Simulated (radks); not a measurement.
The numbers below are computed, except where a source is named.
Q: Species: Al. Configuration: [Ne] 3s2 3p1. Code: a radial shooting solver on a logarithmic mesh with Libxc functionals. Model: Dirac Kohn-Sham, PBEsol, spin-unpolarised, spherical densities, point nucleus; open shells are shared between the two j in proportion to 2j + 1.

Spin-orbit splittings of the eigenvalues, e(l+1/2) - e(l-1/2), with zeta = 2 splitting/(2l+1) and mean radii in bohr:

| shell | occ. | splitting (eV) | zeta (eV) | <r> j=l-1/2 | <r> j=l+1/2 |
|---|---|---|---|---|---|
| 2p | 6 | ? | ? | 0.6024 | 0.6046 |
| 3p | 1 | 0.01638 | 0.01092 | 3.428 | 3.437 |

Estimate the 2p splitting.

A: 0.4404 eV (zeta = 0.2936 eV).
